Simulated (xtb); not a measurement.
Cl4Ti, charge -1, doublet, geometry from GFN2-xTB (such geometries of metal compounds can be far from the true shape) (the multiplicity is a formal guess), atoms displaced at random by about 0.1 Å a coordinate. Base run: GFN2-xTB in xtb 6.7.1.

Here is a job for xtb.
```
$ xtb mol.xyz --gfn 2 --chrg -1 --uhf 1 --opt --json

# file mol.xyz
5

Ti     0.07987561     0.02138387    -0.02866883
Cl     1.83774828    -0.61700447    -1.14284663
Cl     0.57915104     0.66629649     2.10813113
Cl    -1.22136638     1.84815014    -1.00143554
Cl    -1.38143137    -1.77328381     0.35000474
```

The base run was repeated with changes; each row names its change, and settings that it needs were set with it.

```csv
change,ΔE vs base (kcal/mol),optimiser steps
base,0.000,6
opt level = tight,0.000,6
opt level = vtight,-0.001,8
engine = inertial,0.001,-
opt level = sloppy,0.011,4
opt level = loose,0.000,5
opt level = crude,0.070,3
alpb = toluene,-39.49,6
opt level = lax,0.000,5
engine = lbfgs,0.000,-
```
